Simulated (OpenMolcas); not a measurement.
Ru VII: effect of the IPEA shift

| Quantity | Value |
| --- | --- |
| Program | OpenMolcas |
| Basis | ANO-RCC-VTZP [7s6p4d2f1g] |
| Scalar Hamiltonian | DKH2, point nucleus |
| Active space | 2 electrons in 5 orbitals (4d) |
| State averaging | 2S+1 = 3 even, 10 roots; 2S+1 = 1 even, 15 roots kept (CI in the orbitals of an earlier block) |
| Spin-orbit coupling | RASSI with atomic mean-field integrals over the reference wave functions, term energies averaged over their components |

Methods on the same reference wave functions:
A. CASSCF
B. SS-CASPT2, IPEA 0 Eh, imaginary shift 0.1 Eh (closed shells correlated: 4s 4p)
C. SS-CASPT2, IPEA 0.25 Eh, imaginary shift 0.1 Eh (closed shells correlated: 4s 4p)

Energies in cm-1 above 4d2 3F2.

```json
{"Level": "4d2 3F2", "A": "0.0", "B": "0.0", "C": "0.0"}
{"Level": "4d2 3F3", "A": "2672", "B": "2750", "C": "2750"}
{"Level": "4d2 3F4", "A": "5649", "B": "5700", "C": "5700"}
{"Level": "4d2 1D2 [70 %]", "A": "16087", "B": "13050", "C": "13160"}
{"Level": "4d2 3P0", "A": "17016", "B": "13920", "C": "14360"}
{"Level": "4d2 3P1", "A": "18164", "B": "15120", "C": "15570"}
{"Level": "4d2 3P2 [73 %]", "A": "21088", "B": "18030", "C": "18370"}
{"Level": "4d2 1G4", "A": "24473", "B": "21660", "C": "21630"}
{"Level": "4d2 1S0", "A": "56297", "B": "48660", "C": "48600"}
```

Between B and C the level of the table that moves most is 4d2 3P1, by 440 cm-1 (lowest in B, highest in C). Moves below CASPT2's spread within the term are not significant.

From A to B the spin-free energies of the other terms of 4d2 shown, above 3F, scale by factors of 0.77 to 0.86, as is usual when dynamic correlation screens the repulsion within a d or f shell.

The lowest spin-free term lies below A's lowest term by 0.273 hartree in B, 0.268 hartree in C.

CASPT2 breaks the degeneracy within a term, and the mean is taken; among the terms shown or strongly mixed into the levels shown the widest spread is 810 cm-1 (4d2 1G, B). Terms from blocks run as CI alone lack orbitals of their own. Without dynamic correlation excited terms often stand tens of per cent too high (terms of higher spin than the ground term too low), and those without a measured partner can miss by more than the paired ones (holds for A). Levels of configurations outside the active space are missing.

A share in square brackets marks a mixed level and gives the weight of the term that names it, the lowest over the columns.
